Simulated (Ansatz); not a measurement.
Digermane → GeH₄ + `[GeH2]` at 400 K and 1 bar (germylene loss).

Computed with Ansatz on PBE0-D4/def2-TZVP structures; ΔE is electronic, products minus reactants. CCSD(T)/CBS adds triple-zeta CCSD(T) − MP2 to the extrapolated MP2 energy (def2 sets, frozen cores). For Ge outer-core shells are correlated without core-valence functions, which leaves a few kJ/mol of doubt a bond. Scalar relativity is left out up to krypton.

| species | CCSD(T)/CBS energy (Eh) | H − E (kJ/mol) | S (J/(mol·K)) |
| --- | --- | --- | --- |
| `[GeH3][GeH3]` | -4155.81928 | 147.6 | 327.3 |
| GeH₄ | -2078.49493 | 93.6 | 231.8 |
| `[GeH2]` | -2077.24753 | 42.4 | 231.0 |

H − E and S are ideal-gas, rigid-rotor, harmonic terms from PBE0-D4/def2-TZVP. 1 Eh = 2625.50 kJ/mol, R = 8.31446 J/(mol·K).

Question: By hand: ΔE, ΔH, ΔS and ΔG.

Answer: ΔE = (-2078.49493) + (-2077.24753) − (-4155.81928) = 0.07682 Eh = 201.7 kJ/mol. Δ(H − E) = 93.6 + 42.4 − 147.6 = -11.6, so ΔH = 190.1 kJ/mol. ΔS = 231.8 + 231.0 − 327.3 = 135.5 J/(mol·K). ΔG = 190.1 − 400 × (135.5)/1000 = 135.9 kJ/mol.

Question: By hand: the equilibrium constant, and the temperature at which ΔG would vanish if ΔH and ΔS stayed fixed.

Answer: log₁₀ K = −ΔG/(RT ln 10) = -17.7. ΔG = 0 at ΔH/ΔS = 1403 K.

The number of gas molecules changes by +1, which sets the sign of ΔS. A doubt of 5 kJ/mol in ΔE shifts log₁₀ K by 0.7 here. These are equilibria of isolated gas molecules and say nothing of rates. Largest T1 diagnostic: 0.012 (customary marks: 0.02 for closed shells, 0.045 for open ones).
